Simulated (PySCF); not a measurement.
2-fluoropenta-1,4-diene (C₅H₇F), SMILES C=C(CC=C)F. Heavy atoms are numbered as in [CH2:1]=[CH:2][CH2:3][C:4](=[CH2:5])[F:6]. Hydrogens are named by the atom that carries them.

Geometry optimised at PBE0-D3(BJ)/def2-SVP. The values are those of a single conformer.

Method: HF/def2-TZVP run with PySCF.

Atomic charges (e), one atom of each kind:

```
atom        IAO  Löwdin  Mulliken
--------  -----  ------  --------
C1 (CH2)  -0.29   -0.20       ___
C2 (CH)   -0.11   -0.19       ___
C3 (CH2)  -0.24   -0.20       ___
C4         0.37   -0.29      0.24
C5 (CH2)  -0.37   -0.20     -0.33
F6        -0.33    0.14       ___
H on C1    0.13    0.12       ___
H on C2    0.13    0.14      0.12
H on C3    0.14    0.15      0.11
H on C5    0.15    0.13      0.14
```

Complete the blanks. (The exact figures need the calculation; the answer reports its results.)


- C1 (CH2), Mulliken: -0.27
- C2 (CH), Mulliken: -0.15
- C3 (CH2), Mulliken: -0.11
- F6, Mulliken: -0.27
- H on C1, Mulliken: 0.13

Give the Mayer and Wiberg (Löwdin basis) orders of the bonds. (An estimate is asked for; the answer gives what the named calculation found.)


```csv
bond,Mayer,Wiberg
C1–C2,1.99,2.18
C2–C3,0.95,1.20
C3–C4,0.98,1.18
C4–C5,1.95,2.11
C4–F6,0.95,1.66
```
